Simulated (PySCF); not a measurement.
## Working out the ionisation energy of Nb⁺

Nb⁺ [Kr] 4d4 (5D) → Nb²⁺ [Kr] 4d3 (4F). Calculation: PySCF 2.14, in cc-pVTZ-PP with ECP28MDF (5s5p4d2f1g, 63 functions); scalar relativity through the core potential. Frozen: 4s2 4p6. Energies in hartree (1 hartree = 27.21139 eV):

| part | Nb⁺ (lower) | Nb²⁺ (upper) |
| --- | --- | --- |
| UHF | -55.929333 | -55.449672 |
| MP2 opposite-spin | 0.000000 | 0.000000 |
| MP2 same-spin | -0.034772 | -0.014913 |

Task: What does Hartree-Fock give?

Result: (-55.449672) − (-55.929333) = 0.479661 hartree = 13.052 eV.

Task: What do MP2 and SCS-MP2 (6/5 opposite-spin, 1/3 same-spin) give?

Result: The opposite-spin parts differ by 0.000 eV and the same-spin parts by 0.540 eV. MP2: 13.052 + (0.000) + (0.540) = 13.592 eV. SCS-MP2: 13.052 + 1.2 × (0.000) + (0.540)/3 = 13.232 eV.

Reference: 14.32 eV (semi-empirical (NIST evaluation); NIST Atomic Spectra Database, ionization energies), between the lowest levels; spin-orbit coupling is absent from the calculation.

What remains against the reference includes basis incompleteness, the frozen core and correlation beyond second order.
